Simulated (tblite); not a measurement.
Problem. Write Cartesian coordinates for `CC[P@@](=O)(O)C(F)(F)F` as optimised with GFN2-xTB.

Solution. 
```xyz
15
C3H6F3O2P angstrom
C      1.7991    0.6216   -0.4234
C      0.9528   -0.6435   -0.4357
P     -0.8169   -0.1982   -0.4167
O     -1.3478    0.7008   -1.4358
O     -1.5787   -1.6006   -0.3292
C     -1.1416    0.4688    1.3289
F     -0.6760    1.7042    1.5159
F     -2.4654    0.5002    1.5228
F     -0.6170   -0.2949    2.2942
H      1.4966    1.2763   -1.2384
H      1.6767    1.1636    0.5122
H      2.8517    0.3751   -0.5428
H      1.1716   -1.2920    0.4127
H      1.1092   -1.2088   -1.3573
H     -2.4187   -1.5648   -0.7962
```

Orientation and origin are arbitrary. Atoms count from 1 in this order. Of the pairs four or more bonds apart, F7···H11 is among the closest relative to their van der Waals radii: 2.61 Å, 98 % of the sum of Bondi's values. The C–P distances run from 1.825 Å (C2–P3, drawn single) to 1.897 Å (P3–C6, drawn single), a spread of 0.072 Å. P3 (phosphoryl phosphorus) is distorted tetrahedral (angles from 100.2° to 119.7°). The O–P distances run from 1.459 Å (P3=O4, drawn double) to 1.598 Å (P3–O5, drawn single), a spread of 0.139 Å.

Bonds between heavy atoms (Å): C1–C2 1.522, C2–P3 1.825, P3=O4 1.459, P3–O5 1.598, P3–C6 1.897, C6–F7 1.333, C6–F8 1.338, C6–F9 1.338.

Computed geometry: GFN2-xTB, gas phase.

Point group: C1 (no symmetry element, even within 0.4 Å). Its GFN2-xTB frequencies are all real (lowest 29 cm⁻¹). The numbers are those of one conformer (C1–C2–P3–O4 55°, C2–P3–O5–H -147°). 2 starts were optimised and ended at 0.00 and 1.54 kcal/mol (GFN2-xTB); the lowest of these is shown.
